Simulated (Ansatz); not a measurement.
Born–Oppenheimer molecular dynamics of H₂S₂Sn (5 atoms, charge 0, multiplicity 1). It starts from a relaxed structure.

Method: RKS PBE-D4/def2-SVP in Ansatz 0.2.0.

```
ensemble        : NVT, Langevin thermostat
time step       : 0.25 fs
steps asked     : 300
set temperature : 1000 K
friction        : 0.005 /fs
seed            : 198458
```

First frame:

```xyz
5
Properties=species:S:1:pos:R:3
S -1.828 -0.111 -0.518
Sn -0.210 1.713 -0.004
S 1.813 0.350 0.503
H -0.971 -1.152 -0.325
H 1.245 -0.873 0.302
```

Task: What does the run give?

Result: All steps were run.

| Item | Value |
| --- | --- |
| steps done | 300 |
| time covered | 75 fs |
| mean temperature over the second half | 640 K |
| spread of the potential energy over the second half | 5.8 meV per atom |
| mean potential energy of the second half above the start | 36.9 meV per atom |

The mean temperature of the second half is 36 % below the set value. A run of 0.075 ps of so small a system gives no equilibrium averages.

Task: What happens to the structure?

Result: The same pairs are bonded in the first frame and the last. Pairs count as bonded within 1.25 times the sum of covalent radii (0.12 Å more for H–H). The details hang on the random start.

Task: How do temperature and energy run in time?

Result: 
| time (fs) | T (K) | potential energy less start (eV) |
| --- | --- | --- |
| 0 | 800 | 0.000 |
| 3.75 | 552 | 0.060 |
| 7.5 | 549 | 0.049 |
| 11.25 | 432 | 0.081 |
| 15 | 556 | 0.072 |
| 18.75 | 682 | 0.062 |
| 22.5 | 611 | 0.088 |
| 26.25 | 703 | 0.089 |
| 30 | 452 | 0.151 |
| 33.75 | 583 | 0.154 |
| 37.5 | 525 | 0.196 |
| 41.25 | 487 | 0.207 |
| 45 | 570 | 0.203 |
| 48.75 | 484 | 0.216 |
| 52.5 | 566 | 0.182 |
| 56.25 | 568 | 0.186 |
| 60 | 665 | 0.154 |
| 63.75 | 703 | 0.220 |
| 67.5 | 846 | 0.139 |
| 71.25 | 711 | 0.180 |
| 75 | 729 | 0.166 |

The run took 5.4 min on 1 thread of Arm Neoverse V2 (shared host), peak memory 0.096 GiB.
